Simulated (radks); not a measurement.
Task: Species: Au III. Configuration: [Xe] 4f14 5d9. Calculated with a radial shooting solver on a logarithmic mesh with Libxc functionals: Dirac Kohn-Sham, PBE, spin-unpolarised, spherical densities, point nucleus; open shells are shared between the two j in proportion to 2j + 1; speed of light set to 116.481 atomic units (0.85 times the physical value, a model run). Some entries of the table are withheld. Estimate them.

orbital,occ.,eigenvalue (eV),<1/r> (bohr^-1)
1s1/2,2,-84600.78,106.4
2s1/2,2,-15318.18,(1)
2p1/2,2,-14664.16,26.57
2p3/2,4,-11833.66,19.39
3s1/2,2,-3641.769,(2)
3p1/2,2,-3356.153,(3)
3p3/2,4,-2727.793,(4)
3d3/2,4,-2283.627,7.421
3d5/2,6,-2162.527,7.055
4s1/2,2,-817.9925,3.956
4p1/2,2,-697.1881,3.829
4p3/2,4,-545.3327,3.195
4d3/2,4,-359.4851,(5)
4d5/2,6,-334.2427,(6)
5s1/2,2,-143.0330,1.581
5p1/2,2,(7),1.444
4f5/2,6,-100.1778,2.466
4f7/2,8,-95.0650,2.417
5p3/2,4,(8),1.217
5d3/2,3.6,-28.4930,0.8972
5d5/2,5.4,-26.1546,0.8494

Result: 
(1) 2s1/2 <1/r> (bohr^-1): 26.71
(2) 3s1/2 <1/r> (bohr^-1): 9.525
(3) 3p1/2 <1/r> (bohr^-1): 9.401
(4) 3p3/2 <1/r> (bohr^-1): 7.538
(5) 4d3/2 <1/r> (bohr^-1): 2.982
(6) 4d5/2 <1/r> (bohr^-1): 2.854
(7) 5p1/2 eigenvalue (eV): -103.4774
(8) 5p3/2 eigenvalue (eV): -77.3659
